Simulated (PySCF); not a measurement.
**C₆ coefficients of unlike pairs at UHF**

Calculated with PySCF 2.14 from the dipole response of each species, C₆(A,B) = (3/π) ∫ α_A(iu) α_B(iu) du, in atomic units, from isotropic polarisabilities. For ions this is the dispersion term alone; charge-induced terms of lower order in 1/R come first.

| species | configuration | basis | relativity | α (bohr³) | C₆ (like pair) |
| --- | --- | --- | --- | --- | --- |
| Tl³⁺ | [Xe] 4f14 5d10 (1S) | def2-QZVPPD with the def2 core potential (60 electrons) (8s6p5d4f1g) | core potential | 5.001 | 28.62 |
| Ba | [Xe] 6s2 (1S) | aug-cc-pwCVTZ-X2C (11s10p8d4f) | spin-free X2C | 324.4 | 6897 |
| V²⁺ | [Ar] 3d3 (4F) | aug-cc-pVDZ (7s6p4d2f) | none | 3.726 | 10.74 |
| Cr | [Ar] 3d5 4s1 (7S) | aug-cc-pVDZ (7s6p4d2f) | none | 111.4 | 1022 |

(1) Estimate C₆ for V²⁺ with Ba.

No spin-orbit coupling is included.

The other pairs:

```
     pair     C₆
   Cr, Ba   2635
  Cr, V²⁺  68.66
V²⁺, Tl³⁺  17.39
 Ba, Tl³⁺  227.9
 Cr, Tl³⁺  99.33
```

## Answers

(1) The integral gives 159.6. The combination rule 2 C_A C_B / (C_A α_B/α_A + C_B α_A/α_B) gives 146.1 and the geometric mean 272.1.
